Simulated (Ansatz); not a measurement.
Total energies of `[Cu][Br]`.

```xyz
2

Cu    0.607   -0.184   -0.903
Br   -0.607    0.184    0.903
```

Total charge 0; spin multiplicity 1. For Cu the d shell is correlated and the shells below it are frozen. Correlated methods include outer-core shells of Br, which these sets cover unevenly. Scalar relativity is left out up to krypton. Geometry: relaxed with PBE0-D4/def2-TZVP. Basis def2-TZVPP, Ansatz 0.2.0.

RPA on PBE orbitals: Hartree–Fock energy of these orbitals -4211.34979 Eh, correlation -1.00926 Eh (frozen core).

```tsv
functional	energy without D4 (Eh)	D4 term (kJ/mol)
LDA (SPW92)	-4208.39862	–
revPBE	-4214.40101	-7.2
BLYP	-4214.84638	-7.0
B97M-V	-4213.91426	–
PBE0	-4214.17921	-2.8
B3LYP	-4214.79996	-5.6
r2SCANh	-4214.66822	-0.7
r2SCAN0	-4214.63886	-0.8
HSE06 (plane-wave form)	-4214.18112	-2.7
BHLYP	-4214.65604	-5.9
CAM-B3LYP	-4214.95096	-2.9
LC-ωPBE	-4214.15424	–
ωB97X-V	-4214.32329	–
PBE-QIDH	-4213.61571	–
```

(1) Give the same for PBE, r2SCAN, ωB97M-V, B2PLYP. (Best estimate.)

B3LYP takes the VWN-RPA correlation (the form of Gaussian; ORCA's B3LYP/G). HSE06 is the plane-wave form, built on full-range PBE exchange. The double hybrids freeze the cores in their second-order part.

## Answers

(1) Computed: 
```
functional  energy without D4 (Eh)  D4 term (kJ/mol)
       PBE             -4214.09076              -3.3
    r2SCAN             -4214.68908              -0.6
   ωB97M-V             -4214.48940                 –
    B2PLYP             -4214.06117                 –
```

LC-ωPBE has ω = 0.4 bohr⁻¹.
